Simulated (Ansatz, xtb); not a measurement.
Species: TeF₂, net charge 1, doublet state. 
Geometry from a B3LYP-D3(BJ)/def2-TZVP (Ansatz, a quantum-chemistry and plane-wave program) optimisation:
```
Te
F 1 1.8393
F 1 1.8393 2 96.09
```
Charge +1, spin multiplicity 2.

Harmonic wavenumbers from GFN2-xTB (xtb, at its own minimum), cm⁻¹: 160, 509, 540.

### Question
Give the harmonic wavenumbers at B3LYP-D3(BJ)/def2-TZVP (Ansatz, finite differences of forces, unscaled).

### Answer
228, 718, 727 cm⁻¹. Zero-point energy 2.4 kcal/mol.

### Question
From these and the geometry, give the ideal-gas thermochemistry at 298.15 K and 1 atm (rigid rotor, harmonic oscillator).

### Answer
Point group C2v, rotational symmetry number 2. Rotational constants 11.42, 7.109, 4.381 GHz. S(trans) 41.22, S(rot) 22.94, S(vib) 2.46, S(elec, spin only) 1.38, S 68.0 cal/(mol K). H(298) - H(0) 2.83 kcal/mol; G - E(el) -15.1 kcal/mol.
